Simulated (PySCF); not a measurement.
Method: PySCF with B3LYP-D3(BJ)/def2-TZVP // BP86-D3(BJ)/def2-SVP. Gas-phase values, no solvent. One relaxed conformer stands for a flexible species; it need not be the lowest. B3LYP has the VWN-RPA correlation part, as in Gaussian. 

Reference species: [W(=O)(NH2)4] (neutral, multiplicity 1).

```
Item                                     Result
-------------------------------------  --------
HOMO–LUMO gap                           4.77 eV
LUMO                                   -1.73 eV
charge on the central atom (Mulliken)    1.46 e
coordination number                           5
```

Changed species: [Ta(=O)(NH2)3] (M = Ta, oxo; the reference has M = W, oxo).

### Question
Give the shifts of the HOMO–LUMO gap, LUMO, charge on the central atom (Mulliken) and coordination number.

### Answer
the HOMO–LUMO gap goes up by 1.41 eV, to 6.18 eV; the LUMO goes up by 1.29 eV, to -0.44 eV; the charge on the central atom (Mulliken) falls by 0.08 e, to 1.38 e; the coordination number falls by 1, to 4.
